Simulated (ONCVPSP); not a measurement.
lithium: one change to an ONCV potential, before and after

```json
{"Element": "Li (Z = 3)", "Generator": "ONCVPSP 4.0.1", "Type": "optimised norm-conserving Vanderbilt (ONCV)", "Functional": "PBE", "Relativity": "scalar-relativistic", "Frozen core": "none", "Valence charge": "3", "Reference configuration": "1s2 2s1", "Partial waves": "1s+2s: rc 1.15 bohr, ncon 4, nbas 9, qcut 11.2 1/bohr, 2 projectors; p scattering state at 0.02 Ha: rc 0.95 bohr, ncon 5, nbas 10, qcut 10.1 1/bohr, 3 projectors, debl 1.5 Ha", "Local potential": "polynomial inside 0.80 bohr (lpopt 5, dvloc0 0 Ha)", "Core correction": "none"}
```

Change: all radii scaled by about 1.18 (s 1.36, p 1.12 bohr); local potential polynomial inside 0.94 bohr (lpopt 5, dvloc0 0 Ha).

Cutoffs: the cutoffs (Ha) at which the residual kinetic energy of the hardest occupied pseudo-wave falls to 1 and 0.1 mHa per electron; they do not see the model core or the augmentation charge, which bear on the density cutoff. Errors are all-electron minus pseudo energies relative to the spin-unpolarised reference configuration.

How do hardness, ghosts and transferability respond?

The potential gets softer (42 Ha and 50 Ha → 36 Ha and 44 Ha); of the 4 tests that both files solve, the error grows in 1 and shrinks in 0 by more than 15 % and 0.3 meV (median size 0.4 → 0.4 meV); neither file shows a bound ghost. A larger radius leaves more room for a smooth pseudo-wave, so fewer plane waves are needed.

```csv
quantity,base,changed
"cutoff, loose",42 Ha,36 Ha
"cutoff, tight",50 Ha,44 Ha
bound ghosts,none,none
GHOST(+) flags under 300 eV,none,none
"error for 1s2 2s0, meV [ΔE 5.30 eV]",+0.3,+0.4
"error for 1s2 2s0.5, meV [ΔE 2.05 eV]",0.0,+0.1
"error for 1s2 2s0 2p1, meV [ΔE 1.79 eV]",+0.5,+0.5
"error for 1s1 2s1, meV [ΔE 68.41 eV]",+808,+1113
```
